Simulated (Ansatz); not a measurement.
Breaking the Cd1–H2 bond in CdH2 (SMILES [CdH2]) (multiplicity 1 held, fragments rigid). Energies count from the point at 1.681 Å.
Geometry at that point (charge 0, multiplicity 1):
```xyz
3

Cd     0.0000     0.0000     0.0000
H      0.0000     0.0000     1.6812
H      0.0000     0.0000    -1.6812
```

Unrestricted levels (U-) break spin symmetry where that is lower. Active spaces are followed from a long bond inwards. Levels need not reach the same state.

Correlated levels freeze the cores.

Run with Ansatz (Gaussian basis) for Hartree–Fock, density functionals and correlated methods.  In def2 rows elements past Kr take small-core potentials, without spin–orbit coupling.

**Question.** What is the computed energy at R = 5.380 Å (U-PBE/def2-TZVPP)?

**Answer.** 72.5 kcal/mol

**Question.** Predict the energy at R = 5.380 Å from SC-NEVPT2 on CASSCF(2,2)/def2-TZVPP.

**Answer.** 72.2 kcal/mol

Doubts at one or more of the structures used: a spin-contaminated determinant (U-PBE/def2-TZVPP).

Ansatz is a program for electronic structure.
